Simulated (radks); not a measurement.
Coulomb parameter of the 4f shell of the erbium ion Er3+ in the model configuration [Xe] 4f10 6p1, as a second difference U = [E(n + 0.25) + E(n - 0.25) - 2 E(n)] / (0.25)^2 with all orbitals relaxed. "Bare": the charge of the atom changes with n. "Screened": the 6p shell takes up the change at fixed total charge, which measures U(4f,4f) + U(6p,6p) - 2 U(4f,6p). Calculated with a radial shooting solver on a logarithmic mesh with Libxc functionals: scalar-relativistic Kohn-Sham, PBE, spin-unpolarised, spherical densities, finite nucleus; Fermi nuclear charge, rms radius 5.2516 fm.

case                  configuration  E - E(n) (eV)
start                 [Xe] 4f10 6p1          0.000
bare +0.25         [Xe] 4f10.25 6p1        -11.219
bare -0.25          [Xe] 4f9.75 6p1         12.526
screened +0.25  [Xe] 4f10.25 6p0.75         -6.416
screened -0.25   [Xe] 4f9.75 6p1.25          7.050

U(bare) = 20.923 eV, U(screened by 6p) = 10.143 eV, against the Slater integral F0(4f,4f) = 34.583 eV with frozen orbitals.
